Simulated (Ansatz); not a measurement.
A single Co atom.

UHF on quartet Co was run in several spherical basis sets with Ansatz (development build ahead of 0.2.0).

Problem. Rank the basis sets by the total energy that they give, lowest first, with the distance from the lowest.
A. pcseg-2
B. cc-pVTZ
C. def2-SVP

Solution. B (0.00 eV), A (0.67 eV), C (5.83 eV).

Totals follow the description of the cores as much as that of the bonds, so this order isn't one of quality for chemistry.
